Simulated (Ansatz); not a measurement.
Ansatz (an electronic-structure program) input (CCSD(T)/6-31G*):

Ansatz 0.2 input:
```yaml
crystal:
  periodic: [false, false, false]
  atoms:
    - {symbol: C, position_ang: [-0.95874596, 0.74429262, -0.19650837]}
    - {symbol: C, position_ang: [0.31886765, 1.15752151, -0.14592291]}
    - {symbol: C, position_ang: [1.20753026, -0.02453827, 0.11022904]}
    - {symbol: C, position_ang: [0.24029220, -1.16888422, 0.19696565]}
    - {symbol: C, position_ang: [-1.00767397, -0.70433293, 0.01700432]}
    - {symbol: H, position_ang: [-1.82484590, 1.36799665, -0.36670979]}
    - {symbol: H, position_ang: [0.67781162, 2.16848402, -0.26627188]}
    - {symbol: H, position_ang: [1.78868017, 0.09183962, 1.03299620]}
    - {symbol: H, position_ang: [1.94092260, -0.16762902, -0.69254053]}
    - {symbol: H, position_ang: [0.53049914, -2.19303815, 0.37657217]}
    - {symbol: H, position_ang: [-1.91468873, -1.29200543, 0.02534749]}
basis:
  gaussian:
    orbitals: 6-31G*
magnetization: {spin_polarized: false}
correlation: {method: ccsd_t, electrons: outside_noble_gas}
```

End of the output:

```
reference -5246.10768932 eV, -192.7909016431 hartree; 13, 13 occupied and 69, 69 virtual orbitals, 916 factors
second order -17.25674406 eV of doubles, -0.00000000 eV of singles
coupled cluster: 0.28 GiB planned
cycle   1  -17.72875594 eV  change   -4.7e-1 eV  update   9.8e-2
cycle   2  -18.26165803 eV  change   -5.3e-1 eV  update   3.2e-2
cycle   3  -18.37510571 eV  change   -1.1e-1 eV  update   1.4e-2
cycle   4  -18.37712353 eV  change   -2.0e-3 eV  update   4.3e-3
cycle   5  -18.37944869 eV  change   -2.3e-3 eV  update   1.5e-3
cycle   6  -18.37934296 eV  change    1.1e-4 eV  update   4.4e-4
cycle   7  -18.37922886 eV  change    1.1e-4 eV  update   1.6e-4
cycle   8  -18.37926156 eV  change   -3.3e-5 eV  update   6.7e-5
cycle   9  -18.37924778 eV  change    1.4e-5 eV  update   2.8e-5
coupled cluster: 0.29 GiB planned
perturbative correction -0.75234028 eV, -0.0276479954 hartree
Total energy: -5265.23927738 eV, -193.4939745364 hartree
```
